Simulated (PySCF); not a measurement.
Input of a run (PBE0-D3(BJ)/def2-SVP geometry optimisation, gas phase, def2 core potentials past Kr (PySCF 2.14.0)), started from GFN2-xTB:
```
{"job": {"xc": "PBE0", "basis": "def2-SVP", "d3": "d3bj", "grid": 1, "maxiter": 30, "shake": 0.03, "kind": "geom"}, "charge": 0, "multiplicity": 1}
La     0.057050    -0.075390     0.013180
N      2.277760     0.252190    -0.036510
H      2.765990    -0.145630    -0.831060
H      2.934920     0.031620     0.793920
N     -1.386860     1.843380    -0.047110
H     -1.416260     2.478980     0.804630
H     -1.292810     2.507510    -0.802490
N     -0.873910    -2.109490     0.024130
H     -1.379040    -2.471160    -0.745370
H     -1.562190    -2.388780     0.831090
```

Output (energies in Eh, forces in Eh/bohr):
```
step   0  E = -199.14911644  max force = 0.058581
step   1  E = -199.16483146  max force = 0.012512
step   2  E = -199.16748425  max force = 0.008038
step   3  E = -199.17091453  max force = 0.014982
step   4  E = -199.18009340  max force = 0.030015
step   5  E = -199.17828261  max force = 0.044859
step   6  E = -199.19298166  max force = 0.019378
step   7  E = -199.19863359  max force = 0.008453
step   8  E = -199.20530172  max force = 0.012955
step   9  E = -199.20692312  max force = 0.011093
step  10  E = -199.20832455  max force = 0.004823
step  11  E = -199.20854167  max force = 0.003013
step  12  E = -199.20871075  max force = 0.001771
step  13  E = -199.20885480  max force = 0.001577
step  14  E = -199.20889172  max force = 0.000725
step  15  E = -199.20890468  max force = 0.000456
step  16  E = -199.20891206  max force = 0.000397
optimisation converged
```

Task: Summarise the run.

Result: The energy falls by 1.627 eV over 17 energy and gradient evaluations, the largest force component goes from 0.0586 to 4.0e-04 Eh/bohr, and the atoms move by 0.847 Å rms after alignment. The bond that changes most is La1–N5 (ends: lanthanum bonded to 3 N; nitrogen bonded to La and 2 H), which shortens by 0.093 Å. Bonds longer at the end by more than 0.005 Å: 5 of 9; shorter: 4. Among the angles that change most is La1–N2–H3, from 115.9° to 127.1°. Among the dihedrals that turn most is N5–La1–N8–H9, from 67° to -174°. The energy rose by more than 1e-6 Eh at step 5. The first step brought 26 % of the lowering.

Task: What are the final bond lengths?

Result: La1–N2 2.308 Å, La1–N5 2.309 Å, La1–N8 2.308 Å, N2–H3 1.022 Å, N2–H4 1.022 Å, N5–H6 1.021 Å, N5–H7 1.022 Å, N8–H9 1.022 Å, N8–H10 1.022 Å. Numbering counts from 1 in the input's order; the species is `[NH2][La]([NH2])[NH2]` (La(NH2)3).

The run used 104 basis functions and 122 SCF cycles in all. On one thread of an Arm Neoverse V2, no GPU, on a shared host, this took 73 s wall and 0.39 GiB of memory at its peak.

No PBE0-D3(BJ)/def2-SVP frequencies stand behind this structure, so it isn't proved a minimum.
